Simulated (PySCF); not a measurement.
**Magnetisability: `ClC1=CCOCCO1`, C5H7ClO2**

Geometry:
| atom | x (Å) | y (Å) | z (Å) |
| --- | --- | --- | --- |
| Cl1 | 2.521 | 2.125 | -0.464 |
| C2 | 1.252 | 0.982 | -0.142 |
| C3 | 1.492 | -0.316 | -0.298 |
| C4 | 0.570 | -1.464 | 0.024 |
| O5 | -0.789 | -1.297 | -0.299 |
| C6 | -1.435 | -0.271 | 0.410 |
| C7 | -1.113 | 1.115 | -0.154 |
| O8 | 0.141 | 1.632 | 0.257 |
| H9 | 2.475 | -0.601 | -0.635 |
| H10 | 0.667 | -1.699 | 1.101 |
| H11 | 0.885 | -2.339 | -0.548 |
| H12 | -1.175 | -0.309 | 1.478 |
| H13 | -2.505 | -0.457 | 0.290 |
| H14 | -1.153 | 1.061 | -1.249 |
| H15 | -1.838 | 1.847 | 0.207 |

Method: GIAO wB97X-D/pcSseg-1 magnetisability, rotational g tensor and spin-rotation constants, non-relativistic, gas phase in PySCF. Geometry: GFN2-xTB.

Task: What are the magnetisability and the molar susceptibility?

Result: Isotropic -1246 × 10⁻³⁰ J/T², or -75.0 × 10⁻⁶ cm³/mol; principal values -1332, -1217, -1189 × 10⁻³⁰ J/T², anisotropy 132 × 10⁻³⁰ J/T² (root of half the summed squared differences of the principal values). The susceptibility is in cgs units.

Task: Split it along the inertial axes a, b, c into diamagnetic and paramagnetic parts about the centre of mass, with the quadrupole moment.

Result: 
```csv
axis,χ (10⁻⁶ cm³/mol),diamagnetic (10⁻⁶ cm³/mol),paramagnetic (10⁻⁶ cm³/mol),summed x² of all electrons (Å²),quadrupole Θ (D Å)
a,-79.9,-452.6,372.7,227.0,-6.07
b,-73.2,-1047.0,973.8,86.9,+7.94
c,-71.9,-1332.0,1260.1,19.8,-1.87
```
Anisotropies 2χaa − χbb − χcc = -14.7 and 2χbb − χaa − χcc = +5.4 × 10⁻⁶ cm³/mol. Θ is traceless in Buckingham's convention.

Task: And the rotational g tensor?

Result: 
| axis | rotational constant (GHz) | g | nuclear part | electronic part |
| --- | --- | --- | --- | --- |
| a | 3.5789 | -0.0199 | 0.6067 | -0.6266 |
| b | 1.1879 | -0.0149 | 0.5285 | -0.5434 |
| c | 0.9283 | -0.0097 | 0.5398 | -0.5495 |

Asymmetric top; isotopes 12C, 35Cl, 1H, 16O; no vibrational averaging.
